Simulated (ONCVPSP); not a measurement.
# What one change does to a pseudopotential (Mn (Z = 25), ONCV)

```
Element                 : Mn
Generator               : ONCVPSP 4.0.1
Type                    : optimised norm-conserving Vanderbilt (ONCV)
Functional              : PBE
Relativity              : scalar-relativistic
Frozen core             : [Ar]
Valence charge          : 7
Reference configuration : 3d5 4s2
Partial waves           : 4s: rc 2.45 bohr, ncon 4, nbas 8, qcut 2.3 1/bohr, 2 projectors, debl 0.7 Ha; p scattering state at 0.07 Ha: rc 1.95 bohr, ncon 3, nbas 7, qcut 4 1/bohr, 2 projectors, debl 1.2 Ha; 3d: rc 1.25 bohr, ncon 3, nbas 8, qcut 15.1 1/bohr, 1 projector
Local potential         : polynomial inside 0.95 bohr (lpopt 1, dvloc0 0 Ha)
Core correction         : none
```

All-electron outer shells of the reference configuration (PBE, scalar-relativistic, ld1.x):

```tsv
shell	level (eV)	outermost node (bohr)	outermost maximum (bohr)
3p	-54.59	0.31	0.75
3d	-6.77	–	0.76
4s	-5.11	1.05	2.51
```

Change: all radii scaled by about 0.90 (s 2.22, p 1.76, d 1.12 bohr); local potential polynomial inside 0.86 bohr (lpopt 1, dvloc0 0 Ha).

Cutoffs: the cutoffs (Ha) at which the residual kinetic energy of the hardest occupied pseudo-wave falls to 1 and 0.1 mHa per electron; they do not see the model core or the augmentation charge, which bear on the density cutoff. Errors are all-electron minus pseudo energies relative to the spin-unpolarised reference configuration.

Task: How do hardness, ghosts and transferability respond?

Result: The potential gets harder (70 Ha and 81 Ha → 76 Ha and 88 Ha); both files keep a bound ghost (p, s); of the 4 tests that both files solve, the error grows in 1 and shrinks in 1 by more than 15 % and 0.3 meV (median size 125.9 → 153.1 meV). A smaller radius makes the pseudo-wave follow the all-electron one further in, where it bends more sharply, so more plane waves are needed.

| quantity | base | changed |
| --- | --- | --- |
| cutoff, loose | 70 Ha | 76 Ha |
| cutoff, tight | 81 Ha | 88 Ha |
| loose cutoff by channel | s 6.5 Ha, d 70 Ha | s 7.1 Ha, d 76 Ha |
| bound ghosts | s, p | s, p |
| GHOST(+) flags under 300 eV | p at 104.0 eV | p at 61.0 eV |
| error for 3d5 4s1, meV [ΔE 8.42 eV] | +5.1 | +5.1 |
| error for 3d5 4s0, meV [ΔE 24.02 eV] | +96 | +99 |
| error for 3d4 4s0, meV [ΔE 56.53 eV] | +156 | +207 |
| error for 3d3 4s0, meV [ΔE 107.30 eV] | -346 | -247 |

 A true bound ghost makes a file unfit for plane-wave use even where its test errors are small: the radial tests pick states by their node count and pass the ghost by.
